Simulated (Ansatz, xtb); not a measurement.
# Isomers of C4H10BClSi in order of energy

3 gas-phase structures of C4H10BClSi, from a drawn sample of its isomers (lower ones may exist). Each was relaxed with GFN2-xTB; where two conformers were screened, the lower at r2SCAN-D4/def2-SVP is listed:

A. `C=CB(Cl)[SiH](C)C`, a singlet
B. `B[SiH2]C/C=C(\C)Cl`, a singlet
C. `ClB1CCC[SiH2]C1`, a singlet

Task: Which do you expect lowest at r2SCAN-D4/def2-SVP, and how would the others follow?

Result: Calculated order at r2SCAN-D4/def2-SVP: C (0.0), A (120.3), B (375.0) kJ/mol.

Energies above the lowest of each column, in kJ/mol; the last columns are at B3LYP-D3(BJ)/def2-SVP geometries:

```
structure  GFN2-xTB  HF/STO-3G  r2SCAN-D4/def2-SVP  B3LYP-D3(BJ)/def2-SVP  CCSD(T)/def2-SVP + ΔMP2/def2-TZVPP
        C       0.0        0.0                 0.0                    0.0                                 0.0
        A     169.4      208.0               120.3                  100.7                                95.1
        B     196.4      476.9               375.0                  348.0                               342.3
```

Every level run on C puts it lowest or level with the lowest. Flexible structures stand in one conformer each, not always the lowest. A keeps a small imaginary mode. ΔMP2 is the change of the MP2 energy from the smaller to the larger basis.

Programs: Ansatz 0.2.0, xtb 6.7.1.
